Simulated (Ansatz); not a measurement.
Basis sets compared for the cluster H2Au2⁺ (the lowest doublet isomer of a short search). Total charge 1; doublet. Geometry PBE-D4/def2-TZVP. Ansatz on 4 threads of Arm Neoverse V2 on a shared host; times are rough, and most runs start from earlier orbitals.

```tsv
atom	x (Å)	y (Å)	z (Å)
Au1	0.112	0.485	1.228
Au2	-0.222	-0.494	-1.216
H3	-0.295	0.912	-1.867
H4	0.405	-0.904	1.855
```

In the def2 sets Au takes a core potential; there is no spin–orbit coupling. The structure comes from a short search, and lower isomers may exist.

```json
{"level": "PBE-D4/def2-SVP", "functions": "74", "energy (Eh)": "-272.4106", "HOMO (eV)": "-11.90", "LUMO (eV)": "-11.34", "wall time": "0.9 s"}
{"level": "PBE0-D4/def2-SVP", "functions": "74", "energy (Eh)": "-272.3103", "HOMO (eV)": "-12.89", "LUMO (eV)": "-10.41", "wall time": "1.1 s"}
```

(1) Estimate the rows for PBE-D4/def2-TZVP (with forces), PBE0-D4/def2-TZVP.

Answers

(1) 
```tsv
level	functions	energy (Eh)	HOMO (eV)	LUMO (eV)	wall time
PBE-D4/def2-TZVP (with forces)	92	-272.4269	-11.92	-11.34	1.3 s
PBE0-D4/def2-TZVP	92	-272.3267	-12.90	-10.40	2.1 s
```
